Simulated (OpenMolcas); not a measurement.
**neutral titanium: effect of correlating more closed shells**

```yaml
Program: OpenMolcas 26.06
Basis: ANO-RCC-VDZP [5s4p2d1f]
Scalar_Hamiltonian: DKH2, point nucleus
Active_space: 2 electrons in 5 orbitals (3d)
State_averaging: 2S+1 = 3 even, 10 roots; 2S+1 = 1 even, 15 roots
Spin-orbit_coupling: RASSI with atomic mean-field integrals over the reference wave functions, term energies averaged over their components
```

Methods on the same reference wave functions:
A. CASSCF
B. SS-CASPT2, IPEA 0.25 Eh, imaginary shift 0.1 Eh (closed shells correlated: 3s 3p 4s)
C. SS-CASPT2, IPEA 0.25 Eh, imaginary shift 0.1 Eh (closed shells correlated: 2s 2p 3s 3p 4s)

Energies in cm⁻¹ above 3d² 4s² ³F₂, the measured ground level; measured values from NIST Handbook of Basic Atomic Spectroscopic Data.

| Level | A | B | C | Measured |
| --- | --- | --- | --- | --- |
| 3d² 4s² ³F₂ | 0.0 | 0.0 | 0.0 | 0.0 |
| 3d² 4s² ³F₃ | 179 | 181 | 181 | 170 |
| 3d² 4s² ³F₄ | 414 | 415 | 415 | 387 |
| 3d² 4s² ¹D₂ | 10472 | 7010 | 6990 | 7255 |
| 3d² 4s² ³P₀ | 12598 | 9930 | 9900 | 8437 |
| 3d² 4s² ³P₁ | 12659 | 9990 | 9960 | 8492 |
| 3d² 4s² ³P₂ | 12789 | 10120 | 10090 | 8602 |
| 3d² 4s² ¹G₄ | 16127 | 13660 | 13660 | 12118 |
| 3d² 4s² ¹S₀ | 38952 | 28600 | 28520 |  |

Deviations, from unrounded energies. A percentage is the sum of absolute deviations over the sum of measured energies, with the sign that they share, or ± where signs differ.

| Against measurement | Levels | A | B | C |
| --- | --- | --- | --- | --- |
| mean absolute deviation (cm-1) | 7 | 2800 | 910 | 890 |
| fine structure of the ground term (%) | 2 | +6.4 | +6.9 | +6.9 |
| other terms of the ground configuration (%) | 5 | +44.0 | ±14.0 | ±13.9 |

B, C lie about equally close to measurement and A furthest from it. The largest miss of C in the table is 3d² 4s² ¹G₄, by +1500 cm-1. The ranking rests on the paired levels alone, and a cruder setting can come out closer through cancelling errors.

Between B and C the level of the table that moves most is 3d² 4s² ¹S₀, by 87 cm-1 (lowest in C, highest in B). Moves below CASPT2's spread within the term are not significant.

The mean deviations of B to C differ by less than CASPT2's widest spread within a term (840 cm-1), so their order carries little weight.

From A to B the spin-free energies of the other terms of 3d² 4s² shown, above ³F, scale by factors of 0.66 to 0.84.

The lowest spin-free term lies below A's lowest term by 0.284 hartree in B, 0.300 hartree in C.

What an inner shell adds also hangs on whether the basis holds functions to correlate it.

CASPT2 does not keep the components of a term degenerate, so their means are used; among the terms shown or strongly mixed into the levels shown the widest spread is 840 cm-1 (3d² 4s² ³F, C). With the s shell closed, the reference lacks s² → p², s² → d² and s → d mixing, so excited terms can stand far too high and out of order, with CASPT2 too. Without dynamic correlation excited terms often stand tens of per cent too high (terms of higher spin than the ground term too low), and those without a measured partner can miss by more than the paired ones (holds for A). Some terms miss by over 15 % even with CASPT2, which points to a basis or an active space too small for the shells correlated (holds for B; C). Measured partners are found by configuration, term and J. A level has none where our copy of the source lacks it or the pairing is in doubt (some pairs that miss far off the trend of their configuration count as doubtful), and it then counts in no deviation. Levels of configurations outside the active space are missing.
